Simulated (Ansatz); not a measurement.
Ligand exchange: Si(CH3)2(OH)2 + BH(CH3)(SiH3) → Si(CH3)2(OH)(SiH3) + BH(CH3)(OH)

Species: Si(CH3)2(OH)2 (dimethylsilanediol), singlet; BH(CH3)(SiH3), singlet; Si(CH3)2(OH)(SiH3), singlet; BH(CH3)(OH), singlet. The partners trade OH for SiH3: Si–OH and B–SiH3 bonds give way to Si–SiH3 and B–OH.

Shapes, held fixed at every level: PBE0-D4/def2-TZVP. Flexible molecules stand in one conformer, not always the lowest. Programs: Ansatz 0.2.0. Electronic energies: no zero-point or thermal term.

| level | kind | ΔE (kJ/mol) | less CCSD(T)/CBS estimate |
| --- | --- | --- | --- |
| PBE-D4/def2-TZVPP | GGA | -61.6 | -16.0 |
| r2SCAN-D4/def2-TZVPP | meta-GGA | -49.7 | -4.1 |
| B3LYP-D4/def2-TZVPP | global hybrid | -51.4 | -5.8 |
| PBE0-D4/def2-TZVPP | global hybrid | -55.7 | -10.1 |
| wB97M-V/def2-TZVPP | range-separated hybrid | -46.6 | -1.0 |
| B2PLYP/def2-TZVPP | double hybrid | -48.0 | -2.4 |
| CCSD(T)/def2-TZVPP | coupled cluster or CI | -47.6 | -2.0 |
| CCSD(T)/CBS estimate | coupled cluster or CI | -45.6 | 0.0 |

The highest level, CCSD(T)/CBS estimate, gives ΔE = -45.6 kJ/mol; the levels span -61.6 to -45.6. The column of differences is taken from that level and isn't an error. No measured value is set beside it here. The CBS estimate extrapolates MP2 from def2-TZVPP and def2-QZVPP and adds CCSD(T) − MP2 in the triple-zeta set, cores frozen.
